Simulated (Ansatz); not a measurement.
`FB(Cl)Br` + H–F → `FB(F)Br` + HCl at 500 K and 1 bar (ligand exchange at a B–Cl bond).

Calculated with Ansatz (gas phase, PBE0-D4/def2-TZVP geometries, no zero-point term in ΔE). CCSD(T)/CBS is the MP2 limit (def2-TZVPP, def2-QZVPP) plus CCSD(T) − MP2 in def2-TZVPP, frozen cores. This one scheme is used for every species. For Br outer-core shells are correlated without core-valence functions, which leaves a few kJ/mol of doubt a bond. Scalar relativity is left out up to krypton.

```tsv
species	CCSD(T)/CBS energy (Eh)	H − E (kJ/mol)	S (J/(mol·K))
`FB(Cl)Br`	-3157.81685	49.9	338.7
H–F	-100.39570	39.4	188.7
`FB(F)Br`	-2797.85348	52.6	319.4
HCl	-460.38127	32.5	201.9
```

H − E and S are ideal-gas, rigid-rotor, harmonic terms from PBE0-D4/def2-TZVP. 1 Eh = 2625.50 kJ/mol, R = 8.31446 J/(mol·K).

By hand: ΔE, ΔH, ΔS and ΔG.

ΔE = (-2797.85348) + (-460.38127) − (-3157.81685) − (-100.39570) = -0.02220 Eh = -58.3 kJ/mol. Δ(H − E) = 52.6 + 32.5 − 49.9 − 39.4 = -4.2, so ΔH = -62.5 kJ/mol. ΔS = 319.4 + 201.9 − 338.7 − 188.7 = -6.1 J/(mol·K). ΔG = -62.5 − 500 × (-6.1)/1000 = -59.5 kJ/mol.

By hand: the equilibrium constant, and the temperature at which ΔG would vanish if ΔH and ΔS stayed fixed.

log₁₀ K = −ΔG/(RT ln 10) = 6.2. ΔG = 0 at ΔH/ΔS = 10246 K, far beyond where these terms or the molecules hold.

The number of gas molecules stays the same, so ΔS is small and ΔH decides. A doubt of 5 kJ/mol in ΔE shifts log₁₀ K by 0.5 here. These are equilibria of isolated gas molecules and say nothing of rates. Largest T1 diagnostic: 0.011 (customary marks: 0.02 for closed shells, 0.045 for open ones).
